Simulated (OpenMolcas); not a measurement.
Mn4+ with 4 ligands (chloride) in tetrahedral coordination (Td) at 2.15 Å. Ligand basis ANO-RCC-VDZP.
```
Mn    0.0000    0.0000    0.0000
Cl    1.2413    1.2413    1.2413
Cl    1.2413   -1.2413   -1.2413
Cl   -1.2413    1.2413   -1.2413
Cl   -1.2413   -1.2413    1.2413
```

| Item | Value |
| --- | --- |
| Program | OpenMolcas |
| Method | SS-CASPT2, IPEA 0.25 Eh, imaginary shift 0.1 Eh (closed shells correlated: 3s 3p and the ligand valence shells) |
| Basis | ANO-RCC-VTZP [6s5p3d2f1g] |
| Scalar Hamiltonian | DKH2, point nucleus |
| Active space | 3 electrons in 5 orbitals (3d) |
| State averaging | 2S+1 = 4 even, 10 roots; 2S+1 = 2 even, 40 roots |
| Spin-orbit coupling | state interaction with AMFI integrals over the reference wave functions |

What is the spin-free ground state (labels of Td)?

4T1, 3-fold in its orbital part; it has the highest spin that d3 allows.

Where is the first state of the same spin?

4T2 at 11900 cm-1 above the ground state.

What are the lowest two levels with spin-orbit coupling?

A 4-fold level Γ8, then a 2-fold level 220 cm-1 above it. Their leading multiplicities are 4 (73 %) and 4 (100 %).

What is χT at 300 K?

1.19 cm3 K/mol.

Roots that are degenerate in the reference are averaged as groups; the widest CASPT2 spread within a group is 1200 cm-1 (the 3-fold group of multiplicity 4 near 11900 cm-1 above the lowest state of its run). Shifts and gaps below about the spread of the groups concerned are not significant. Over all roots computed the reference weight is 0.60 to 0.64; a low but even weight reflects the number of correlated electrons. An orbital triplet at a regular site is open to Jahn-Teller coupling, which can distort the site and quench the lowest spin-orbit gaps and is left out. This shell can be high or low spin here, a state of another spin lies low, and with metal d orbitals alone active their balance is uncertain, so the ground spin may be wrong. The least metal-like active orbital is 76 % on the metal (Löwdin) and no ligand orbital is active, so the numbers are rough. Ligand-to-metal charge-transfer states are missing. With no ligand orbital active B as a rule stays too high, so bands that hang on it stand too high and its fall with covalency is understated. With one d shell and no ligand orbital active, 10Dq can be off by a tenth or more. No measured value stands beside these numbers; the geometry was imposed, not optimised, and the real ion may take another.
